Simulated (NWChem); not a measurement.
# BiF3; SMILES [F][Bi]([F])[F]

Computed with NWChem. Medium grid unless said otherwise, to which SCAN and Minnesota functionals are sensitive. Coordinates come from a PBE-D3(BJ)/def2-SVP optimisation. def2 effective core potentials on Bi; no spin-orbit coupling. Hybrids' shares of exact exchange are those that their runs print; pure functionals count as 0. The functionals differ in more than this share.

```csv
row,share of exact exchange,highest occupied level (eV)
PBE/def2-SVP,0.00,-8.04
TPSS/def2-SVP,0.00,-8.16
B3LYP/def2-SVP,0.20,withheld
MPW1K/def2-SVP,0.43,-10.97
M05-2X/def2-SVP,0.56,-11.49
```

Fit a straight line of the last column on the one before it, predict the withheld value, and compare with the run.


1. Means of the 4 shown rows: x = 0.247, y = -9.665. Slope Σ(x − x̄)(y − ȳ)/Σ(x − x̄)² = -1.583/0.2535 = -6.246; intercept -8.119.
2. The shown rows scatter about the line by 0.113 (root mean square); the largest residual is -0.17, at MPW1K/def2-SVP.
3. At x = 0.20 (B3LYP/def2-SVP; inside the shown range) the line gives -9.37.
4. The run gives -9.43, -0.06 from the line, 0.5 times the scatter.
